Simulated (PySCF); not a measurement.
Geometries of 2 isomers of C6H4O, from PBE0-D3(BJ)/def2-SVP geometry optimisation, gas phase (PySCF 2.14.0). One conformer each, no zero-point energy, no frequencies.

Question: Which is lower in electronic energy at this level?
A.
```xyz
11
angstrom
C      1.035   -2.894   -0.210
C      0.657   -1.742   -0.160
C      0.193   -0.409   -0.098
C     -1.067    0.123    0.031
C     -0.903    1.537    0.035
C      0.439    1.756   -0.092
O      1.106    0.594   -0.173
H      1.375   -3.912   -0.256
H     -1.991   -0.444    0.112
H     -1.679    2.295    0.121
H      1.043    2.659   -0.137
```
B.
```xyz
11
angstrom
C     -2.988   -0.165    0.541
C     -1.564   -0.135    0.289
C     -0.364   -0.112    0.072
C      0.980   -0.078   -0.165
C      2.185   -0.046   -0.369
C      3.597    0.012   -0.660
O      4.467   -0.014    0.176
H     -3.554   -0.305   -0.394
H     -3.247   -0.988    1.226
H     -3.321    0.777    1.004
H      3.835    0.086   -1.749
```

Answer: A. That is `C#Cc1ccco1`, 31.4 kcal/mol below the other.

| SMILES | atoms numbered as above | E (Eh) | relative (kcal/mol) | relative (kJ/mol) | dipole (D) |
| --- | --- | --- | --- | --- | --- |
| C#Cc1ccco1 | [CH:1]#[C:2][c:3]1[cH:4][cH:5][cH:6][o:7]1 | -305.60049 | 0.0 | 0.0 | 0.95 |
| CC#CC#CC=O | [CH3:1][C:2]#[C:3][C:4]#[C:5][CH:6]=[O:7] | -305.55049 | 31.4 | 131.3 | 4.71 |

As drawn, the lower has an aromatic ring, which the higher lacks; the higher has a C=O bond, which the lower lacks.
